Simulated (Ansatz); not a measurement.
```yaml
crystal:
  periodic: [false, false, false]
  atoms:
    - {symbol: S, position_ang: [1.408618, -2.242504, 1.373756]}
    - {symbol: Al, position_ang: [0.399731, -0.593350, 0.405167]}
    - {symbol: O, position_ang: [-0.323021, -0.480717, -1.150506]}
    - {symbol: C, position_ang: [-0.736549, 0.858047, -1.013479]}
    - {symbol: S, position_ang: [-0.199971, 1.451035, 0.687337]}
    - {symbol: H, position_ang: [1.626343, -1.494150, 2.471538]}
    - {symbol: H, position_ang: [-0.259777, 1.498845, -1.757869]}
    - {symbol: H, position_ang: [-1.823275, 0.945692, -1.071744]}
basis:
  gaussian: {orbitals: cc-pVDZ}
hamiltonian: {xc: {name: BLYP}, pseudopotentials: {relativity: scalar}}
multiplicity: 3
output: {forces: true}
```

```sh
$ ansatz run in.yaml --threads 2 --pin off --events-out ev --progress --plain --max-ram 4352MiB
```

How does Ansatz answer? (An estimate is asked.)

Computed: The program refused the input.
```
Error: YAML parse error: error: line 15 column 1: unknown field `multiplicity`, expected one of crystal, accuracy, basis, kpoints, hamiltonian, magnetization, projection, total_charge, correlation, batch, efield, external_charges, scf, relax, neb, saddle, md, ramp, phonons, dielectric, real_time, elastic, magnetic_configurations, gw, evaluate, workflow, output, checkpoint, execution
13 |   gaussian: {orbitals: cc-pVDZ}
14 | hamiltonian: {xc: {name: BLYP}, pseudopotentials: {relativity: sc…
15 | multiplicity: 3
16 | output: {forces: true}
```
